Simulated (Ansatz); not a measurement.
Reaction (redistribution): `[SiH3][O][AlH][SiH3]` + `[CH3][AlH][SnH3]` → `[SiH3][AlH][SnH3]` + `[CH3][AlH][O][SiH3]`

Isolated molecules relaxed with PBE0-D4/def2-TZVP in Ansatz; ΔE leaves out vibrations. CCSD(T)/CBS adds triple-zeta CCSD(T) − MP2 to the extrapolated MP2 energy (def2 sets, frozen cores). def2 core potentials past Kr. For Sn outer-core shells are correlated without core-valence functions, which leaves a few kJ/mol of doubt a bond. One conformer a species, not always the lowest.

`[SiH3][O][AlH][SiH3]`:

```xyz
11

Si    2.055   -1.154   -0.456
O     1.063   -0.352    0.551
Al   -0.236    0.479    1.232
Si   -2.154    0.994   -0.206
H     1.391   -1.399   -1.767
H     3.290   -0.359   -0.689
H     2.429   -2.464    0.140
H    -0.106    0.881    2.758
H    -2.187    0.142   -1.428
H    -3.445    0.813    0.518
H    -2.099    2.417   -0.652
```

`[CH3][AlH][SnH3]`:

Z-matrix (Å, degrees):
```
C
Al 1 1.951
H 1 1.092 2 113.7
H 1 1.096 2 110.1 3 121.4
H 1 1.096 2 110.3 3 -121.7
Sn 2 2.662 1 122.1 3 -1.5
H 2 1.592 1 119.4 3 178.6
H 6 1.714 2 112.5 1 -119.8
H 6 1.714 2 112.5 1 121.1
H 6 1.714 2 113.7 1 0.6
```

`[SiH3][AlH][SnH3]`:

Cartesian coordinates in Å:
```
Si 1.406 -0.780 1.564
Al 0.178 0.978 0.366
Sn -1.424 0.326 -1.657
H 0.446 -1.771 2.131
H 2.258 -0.281 2.680
H 2.285 -1.521 0.614
H 0.313 2.511 0.767
H -0.964 1.101 -3.115
H -1.453 -1.353 -1.989
H -3.047 0.790 -1.361
```

`[CH3][AlH][O][SiH3]`:

Cartesian coordinates in Å:
```
C -0.072 0.350 -2.180
Al 0.058 -0.973 -0.764
O 0.048 -0.477 0.850
Si 0.039 0.268 2.289
H 0.245 1.343 -1.851
H -1.109 0.438 -2.524
H 0.524 0.068 -3.052
H 0.158 -2.532 -1.016
H -1.272 0.064 2.962
H 0.263 1.732 2.128
H 1.115 -0.279 3.158
```

| species | SCS-MP2/def2-TZVPP energy (Eh) |
| --- | --- |
| `[SiH3][O][AlH][SiH3]` | -899.46821 |
| `[CH3][AlH][SnH3]` | -497.80507 |
| `[SiH3][AlH][SnH3]` | -748.80495 |
| `[CH3][AlH][O][SiH3]` | -648.47021 |

Problem. Work out ΔE.

Solution. ΔE = (-748.80495) + (-648.47021) − (-899.46821) − (-497.80507) = -0.00188 Eh = -4.9 kJ/mol. CCSD(T)/CBS gives -5.5 kJ/mol.

Largest T1 diagnostic among the species: 0.014.
